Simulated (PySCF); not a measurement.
Geometry:
```tsv
atom	x (Å)	y (Å)	z (Å)
C1	-2.474	2.526	-0.079
C2	-1.726	1.590	0.016
C3	-0.899	0.452	0.188
C4	-1.458	-0.560	1.160
C5	-2.448	-1.489	0.456
C6	0.238	0.314	-0.507
C7	0.728	1.361	-1.460
C8	1.162	-0.871	-0.371
C9	2.254	-0.550	0.607
C10	3.537	-0.501	0.303
H11	-3.108	3.356	-0.175
H12	-1.978	-0.026	1.959
H13	-0.657	-1.143	1.615
H14	-3.255	-0.909	0.014
H15	-2.875	-2.199	1.161
H16	-1.952	-2.044	-0.339
H17	1.763	1.615	-1.229
H18	0.700	0.980	-2.482
H19	0.118	2.259	-1.408
H20	1.600	-1.098	-1.345
H21	0.618	-1.752	-0.028
H22	1.920	-0.326	1.612
H23	3.893	-0.713	-0.692
H24	4.289	-0.255	1.033
```

[PySCF 2.14: coordinates at the GFN2-xTB level; PBE0/pcSseg-1 with gauge-including orbitals; one computed conformer; one averaged value for each set of equivalent atoms; in vacuum; relativity neglected]

**Question.** List the cross peaks expected in HSQC, COSY and HMBC spectra.

**Answer.** 

HSQC (one-bond C–H):
| δH | δC |
| --- | --- |
| 5.89 (H22) | 145.1 (C9) |
| 5.40 (H23) | 122.9 (C10) |
| 5.32 (H24) | 122.9 (C10) |
| 2.88 (H20/H21) | 43.2 (C8) |
| 2.79 (H11) | 88.6 (C1) |
| 2.35 (H12/H13) | 31.0 (C4) |
| 2.13 (H17/H18/H19) | 23.9 (C7) |
| 1.14 (H14/H15/H16) | 16.5 (C5) |

COSY cross peaks (H two or three bonds apart, from the bond graph; peaks can be absent where the dihedral angle is near 90°):
| δH | δH |
| --- | --- |
| 5.89 (H22) | 5.40 (H23) |
| 5.89 (H22) | 5.32 (H24) |
| 5.89 (H22) | 2.88 (H20/H21) |
| 5.40 (H23) | 5.32 (H24) |
| 2.35 (H12/H13) | 1.14 (H14/H15/H16) |

HMBC (two and three bonds, from the bond graph):
| δH | δC |
| --- | --- |
| 5.89 (H22) | 152.6 (C6), 122.9 (C10), 43.2 (C8) |
| 5.40 (H23) | 145.1 (C9), 43.2 (C8) |
| 5.32 (H24) | 145.1 (C9), 43.2 (C8) |
| 2.88 (H20/H21) | 152.6 (C6), 145.1 (C9), 124.9 (C3), 122.9 (C10), 23.9 (C7) |
| 2.79 (H11) | 124.9 (C3), 89.6 (C2) |
| 2.35 (H12/H13) | 152.6 (C6), 124.9 (C3), 89.6 (C2), 16.5 (C5) |
| 2.13 (H17/H18/H19) | 152.6 (C6), 124.9 (C3), 43.2 (C8) |
| 1.14 (H14/H15/H16) | 124.9 (C3), 31.0 (C4) |

References, each an isolated molecule treated in the same way: TMS for $^{1}$H and $^{13}$C.

Short H···H contacts in this conformer between protons four or more bonds apart (candidates for NOE cross peaks, intensity ∝ r⁻⁶): H13···H21 2.17 Å, H20···H23 2.41 Å, H18···H20 2.53 Å, H16···H21 2.61 Å, H13···H22 2.70 Å.

Shifts are as computed. Against solution values, carbons near 30 ppm lie about +3 ppm off and those near 130 ppm about +5 ppm. Of 1211 compounds with measured shifts, 218 miss one by over three times the rms of a fit or turn the order of signals round; such compounds aren't used in these exercises.
